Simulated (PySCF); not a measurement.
GeO2, SMILES [O]=[Ge]=[O]. Heavy atoms are numbered as in [Ge:1](=[O:2])=[O:3].

Geometry optimised at TPSSh-D3(BJ)/def2-TZVP.

Level of theory: B3LYP/pcSseg-2 run with PySCF.

GIAO shieldings, no solvent; atoms alike by connectivity are averaged. δ = σ(ref) − σ: ⁷³Ge against GeH4 (σ = 1629.1 ppm); ¹⁷O against H2O (σ = 325.5 ppm), references at their B3LYP-D3(BJ)/def2-TZVP geometries, non-relativistic.

Computed chemical shifts:
```csv
nucleus,atoms,count,δ (ppm)
⁷³Ge,Ge1,1,328.8
¹⁷O,O2,2,348.6
```
